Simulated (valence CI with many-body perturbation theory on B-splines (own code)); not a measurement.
## Sc⁷⁺ in three bases

Calculated by configuration interaction combined with many-body perturbation theory (CI+MBPT): four valence electrons over a frozen Dirac-Fock core [Ne], radial functions for each j: 9 s, 9 p, 8 d, 6 f, 3 g, 1 h, with the one-electron correlation potential Σ1 (screened to all orders), the two-electron term Σ2, the three-electron term Σ3, Breit, model QED; selected single and double excitations, second order for the rest, scaled by the run's own slope (own B-spline code, finite nucleus).

Set against measurement, 21 paired levels are off by 153 cm⁻¹ on average, the worst by 512. These come from a selection out of Sugar and Corliss, J. Phys. Chem. Ref. Data 9, 473 (1980). Levels without a partner in it may be off by more.

The reference run has the lowest level 3s2.3p2 3P_0 and an ionisation energy of 158.278 eV. Its largest variational space holds 20134 state functions.

Names give the largest LS component (configuration and term), which can be under half, so a name can repeat, a term be missing and a line seem to break the LS rules; names also repeat where a configuration has a term twice.

Changed runs:
A. basis 6 s, 6 p, 5 d, 3 f, 1 g
B. basis 5 s, 5 p, 4 d, 2 f

Excitation energies of the reference run in cm⁻¹, and shifts in cm⁻¹:

```
                 Level  Reference       A       B
          3s2.3p2 3P_1       2275    -2.6    -6.7
          3s2.3p2 3P_2       5518    -1.7    -1.1
          3s2.3p2 1D_2      25172    +113    +429
          3s2.3p2 1S_0      55128    +171    +572
          3s.3p3 5S°_2     129396    -172    -530
          3s.3p3 3D°_1     179917    +1.1     +57
          3s.3p3 3D°_2     179994    +1.0     +59
          3s.3p3 3D°_3     180467    +1.9     +59
          3s.3p3 3P°_0     207781     +72    +301
          3s.3p3 3P°_1     207854     +71    +298
          3s.3p3 3P°_2     207907     +68    +291
          3s.3p3 1D°_2     228607     +58    +120
Ionisation energy (eV)    158.278  -0.017  -0.049
```
